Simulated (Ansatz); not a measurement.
**Relaxing a trial structure of C6H6O3**

The starting geometry of this gas-phase singlet was optimised with GFN2-xTB; its bonds are those of `C#C/C(C=O)=C(/O)OC`.

```yaml
atoms:
  - { symbol: C, position_ang: [-0.3161, 1.2377, -3.0603] }
  - { symbol: C, position_ang: [-0.4276, 1.2795, -1.8666] }
  - { symbol: C, position_ang: [-0.5366, 1.3559, -0.4594] }
  - { symbol: C, position_ang: [0.1632, 2.3476, 0.2769] }
  - { symbol: C, position_ang: [-1.3332, 0.4632, 0.2539] }
  - { symbol: C, position_ang: [-2.7997, -1.3555, 0.3992] }
  - { symbol: O, position_ang: [0.1074, 2.4651, 1.5109] }
  - { symbol: O, position_ang: [-1.4400, 0.5280, 1.5550] }
  - { symbol: O, position_ang: [-2.0050, -0.4790, -0.3851] }
  - { symbol: H, position_ang: [-0.2277, 1.1931, -4.1040] }
  - { symbol: H, position_ang: [0.7838, 3.0381, -0.3072] }
  - { symbol: H, position_ang: [-0.8381, 1.3290, 1.8476] }
  - { symbol: H, position_ang: [-3.2657, -2.0397, -0.3052] }
  - { symbol: H, position_ang: [-2.1801, -1.9056, 1.1104] }
  - { symbol: H, position_ang: [-3.5612, -0.7980, 0.9486] }
```

Q: Predict what becomes of its bonds when it is optimised with PBE-D3(BJ)/def2-SVP.

A: It rearranges to `C#C/C(=C/O)C(=O)OC`. Contacts that open: O8–H12 (1.04 → 1.55 Å). Contacts that close: O7–H12 (1.52 → 1.03 Å).

The energy falls by 0.36 eV over 14 steps:

```csv
step,E − E(last) (eV)
1,0.361
2,0.234
4,0.176
5,0.135
7,0.033
8,0.010
10,0.000
11,0.000
13,0.000
14,0.000
```

Final geometry (Å):

```tsv
atom	x (Å)	y (Å)	z (Å)
C	-0.3362	1.2094	-3.0867
C	-0.4337	1.2724	-1.8660
C	-0.5368	1.3580	-0.4499
C	0.1490	2.3294	0.2756
C	-1.3665	0.4343	0.3308
C	-2.8327	-1.4034	0.3559
O	0.0933	2.4574	1.5812
O	-1.4664	0.4972	1.5739
O	-2.0156	-0.4895	-0.3874
H	-0.2544	1.1487	-4.1622
H	0.7947	3.0620	-0.2402
H	-0.5446	1.7021	1.8844
H	-3.2844	-2.0791	-0.3911
H	-2.2217	-1.9782	1.0804
H	-3.6206	-0.8613	0.9162
```

No frequencies were run, so the end isn't proven a minimum. Run with Ansatz 0.2.0, 110 s on 2 threads of Intel(R) Xeon(R) Processor @ 2.50GHz (Skylake/Cascade Lake), on a shared host.
